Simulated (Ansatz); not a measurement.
Isomers of C4H4. Isolated molecules, 0 K electronic values unless said otherwise. Strings in code marks are SMILES.

Quantity: electronic energy of isomers of C4H4 relative to `C#CC=C`, in eV. The restricted reference of `C#CC=C`, `C=C=C=C` and `C1=CC=C1` is unstable towards unrestricted orbitals.

A: `C=C=C=C`
B: `C1=CC=C1`
C: `C=C1C=C1`

Question: Put the candidates in order of electronic energy of isomers of C4H4 relative to `C#CC=C`, lowest first, for frozen-core CCSD(T)/cc-pVDZ // B3LYP-D3(BJ)/def2-TZVP (Ansatz, an electronic-structure program).

Answer: A (0.348 eV), C (1.06 eV), B (1.37 eV)
